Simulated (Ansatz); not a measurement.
`[OH][GaH][SeH]` + `BCN=C` → `C=N[CH2][GaH][OH]` + `B[SeH]`  (redistribution)

Calculated with Ansatz (gas phase, PBE0-D4/def2-TZVP geometries, no zero-point term in ΔE). CCSD(T)/CBS is the MP2 limit (def2-TZVPP, def2-QZVPP) plus CCSD(T) − MP2 in def2-TZVPP, frozen cores. DFT in def2-TZVPP. B3LYP here is the variant with VWN-RPA as its local correlation; programs differ in this. For Ga, Se outer-core shells are correlated without core-valence functions, which leaves a few kJ/mol of doubt a bond. Scalar relativity is left out up to krypton. One conformer a species, not always the lowest.

`[OH][GaH][SeH]`:

```xyz
6

O    -1.343    0.609   -0.599
Ga   -0.434   -0.580    0.368
Se    1.883   -0.402    0.511
H    -0.805    1.282   -1.021
H    -1.227   -1.701    1.086
H     1.925    0.791   -0.345
```

`BCN=C`:

Cartesian coordinates in Å:
```
B -1.442 -0.532 0.720
C -0.263 -0.476 -0.290
N 0.255 0.832 -0.584
C 1.465 1.063 -0.335
H -1.830 -1.609 1.071
H -1.985 0.456 1.112
H 0.518 -1.216 -0.036
H -0.741 -0.878 -1.204
H 1.872 2.054 -0.531
H 2.151 0.308 0.077
```

`C=N[CH2][GaH][OH]`:

```xyz
11

C     0.091   -1.242   -1.482
N    -0.624   -0.646   -0.632
C    -0.436    0.757   -0.421
Ga    0.267    1.019    1.423
O     0.345   -0.464    2.413
H     0.841   -0.730   -2.101
H    -0.030   -2.315   -1.623
H    -1.410    1.259   -0.439
H     0.210    1.243   -1.170
H     0.754    2.332    2.106
H    -0.007   -1.214    1.925
```

`B[SeH]`:

Z-matrix (Å, degrees):
```
B
Se 1 1.899
H 1 1.189 2 121.0
H 1 1.191 2 115.7 3 180.0
H 2 1.470 1 97.7 3 0.0
```

| level | ΔE (kJ/mol) | difference from CCSD(T)/CBS |
| --- | --- | --- |
| PBE-D4 | 18.4 | -3.6 |
| r2SCAN-D4 | 24.8 | 2.8 |
| PBE0-D4 | 26.1 | 4.1 |
| B3LYP-D4 | 26.7 | 4.7 |
| ωB97X-V | 29.6 | 7.6 |
| ωB97M-V | 29.1 | 7.1 |
| B2PLYP | 27.3 | 5.3 |
| PBE | 20.4 | -1.6 |
| r2SCAN | 25.4 | 3.4 |
| PBE0 | 27.9 | 5.9 |
| B3LYP | 29.9 | 7.9 |
| HF/def2-TZVPP | 53.5 | 31.5 |
| MP2/def2-TZVPP | 21.1 | -0.9 |
| SCS-MP2/def2-TZVPP | 25.2 | 3.2 |
| CCSD/def2-TZVPP | 26.5 | 4.5 |
| CCSD(T)/def2-TZVPP | 21.9 | -0.1 |
| HF/def2-QZVPP | 54.1 | 32.1 |
| MP2/def2-QZVPP | 21.3 | -0.7 |
| SCS-MP2/def2-QZVPP | 25.6 | 3.6 |
| HF/CBS(def2) | 54.2 | 32.2 |
| MP2/CBS(def2) | 21.2 | -0.8 |
| CCSD/CBS(def2) | 26.6 | 4.6 |
| CCSD(T)/CBS | 22.0 | 0 |

Largest T1 diagnostic among the species: 0.014.

The D4 term adds −3.3 kJ/mol with B3LYP and −1.8 kJ/mol with PBE0; it sums over pairs of atoms, weighted by their polarisabilities, and B3LYP, whose exchange is more repulsive, gets the larger term. From PBE to PBE0 (25 % exact exchange), in def2-TZVPP and without D4, ΔE moves by +7.5 kJ/mol. In def2-TZVPP, CCSD(T) changes the Hartree–Fock value by −31.6 kJ/mol (the triples alone add −4.7 kJ/mol) and MP2 by −32.4 kJ/mol.
